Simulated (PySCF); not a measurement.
H5MgNOSi.

```xyz
9

Mg    -0.5916     0.5861     0.9002
N     -1.5001     1.4884     2.2834
H     -1.6753     1.1368     3.2221
H     -1.9076     2.4195     2.2327
O      0.2779    -0.2765    -0.4231
Si     1.0686    -1.0595    -1.6264
H      0.1409    -1.9318    -2.4156
H      2.1575    -1.9357    -1.0869
H      1.7008    -0.0959    -2.5837
```

Geometry optimised at B3LYP-D3(BJ)/def2-SVP. One conformer was computed; it need not be the lowest.

Method: HF/pcSseg-1 (PySCF). Non-relativistic, no solvent.

Computed absolute GIAO shielding of each atom: isotropic value and principal components (ppm):
| atom | σ(iso) | σ11 | σ22 | σ33 | span |
|---|---|---|---|---|---|
| Mg1 | 530.8 | 441.2 | 452.9 | 698.2 | 256.9 |
| N2 | 314.0 | 269.1 | 304.8 | 368.0 | 98.9 |
| H3 | 33.2 | 25.0 | 27.3 | 47.2 | 22.2 |
| H4 | 33.2 | 25.0 | 27.3 | 47.2 | 22.2 |
| O5 | 368.6 | 350.1 | 374.3 | 381.3 | 31.2 |
| Si6 | 444.6 | 407.6 | 407.9 | 518.1 | 110.5 |
| H7 | 27.2 | 24.0 | 25.5 | 32.1 | 8.1 |
| H8 | 27.2 | 24.1 | 25.5 | 32.1 | 8.0 |
| H9 | 27.2 | 24.1 | 25.5 | 32.1 | 8.0 |
